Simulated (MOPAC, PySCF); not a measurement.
Bond stretch in NB, triplet.

- UKS-B3LYP/6-31G* = unrestricted B3LYP/6-31G*, spherical d (PySCF)
- UHF/6-31G* = PySCF with unrestricted Hartree-Fock/6-31G*, spherical d
- PM3, unrestricted, heats of formation (MOPAC)

Energies are in mEh, each relative to the lowest point of its own curve between 1.11 and 1.66 Å, where full CI is lowest.

| R / Å | UKS-B3LYP/6-31G* | UHF/6-31G* | PM3 |
|---|---|---|---|
| 1.11 | 75.3 | 63.7 | 68.0 |
| 1.22 | 13.6 | 7.8 | 17.7 |
| 1.28 | 1.7 | 0.0 | 5.7 |
| 1.35 | 0.0 | 3.6 | 0.0 |
| 1.42 | 6.9 | 12.3 | 0.6 |
| 1.48 | 17.1 | 13.3 | 4.5 |
| 1.53 | 27.4 | 16.3 | 9.4 |
| 1.56 | 34.1 | 18.8 | 13.0 |
| 1.61 | 45.5 | 24.0 | — |
| 1.66 | 55.7 | 30.0 | — |

At the longest distance, 1.66 Å, UKS-B3LYP/6-31G* lies highest above its minimum (55.7 mEh) and UHF/6-31G* lowest (30.0 mEh).

Dashes: no converged value, or the column stops at the first point that the program doubted or that broke a chosen test of continuity, which isn't proof of a fault.

The scan ran from 1.11 to 5.22 Å; beyond the distances shown full CI changes its symmetry label. The unrestricted determinant behind UKS-B3LYP/6-31G* is spin-contaminated at 1.66 Å (<S²> up to 2.1, against 2.00 for a pure triplet). The unrestricted determinant behind UHF/6-31G* is spin-contaminated at 1.42 to 1.66 Å (<S²> up to 2.4, against 2.00 for a pure triplet).
